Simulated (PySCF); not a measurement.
## Finite-field polarisability of B (boron, neutral)

[He] 2s2 2p1, 2P determinant. Computed with PySCF 2.14 in aug-cc-pVTZ-DK (5s4p3d2f, 46 functions), with the spin-free X2C one-electron Hamiltonian (Gaussian nucleus). Frozen: 1s2. Energy changes in a uniform field (μhartree):

```tsv
axis	F (au)	HF	MP2	CCSD	CCSD(T)
x	0.0031	-98.189	-82.911	-88.807	-89.305
x	0.0062	-392.803	-332.502	-355.435	-357.410
y	0.0028	-100.134	-97.290	-96.363	-96.593
y	0.0056	-401.305	-390.000	-386.414	-387.345
```

By symmetry the remaining axis equals x.

Problem. Derive α along x at CCSD(T) from the two fields.

Solution. With ΔE = −αF²/2 − γF⁴/24, α = −(16 ΔE(F) − ΔE(2F))/(6F²) = 18.58 bohr³.

Problem. And the mean polarisability at each level?

Solution. The components xx, yy, zz at CCSD(T) are 18.58, 24.62, 18.58, the third axis being equal by symmetry to one of the two computed. Means: HF 22.13, MP2 19.76, CCSD 20.51, CCSD(T) 20.60 bohr³. Reference: 20.5 ± 0.1 bohr³ (recommended; Schwerdtfeger and Nagle, table of static dipole polarizabilities (2023 update)).
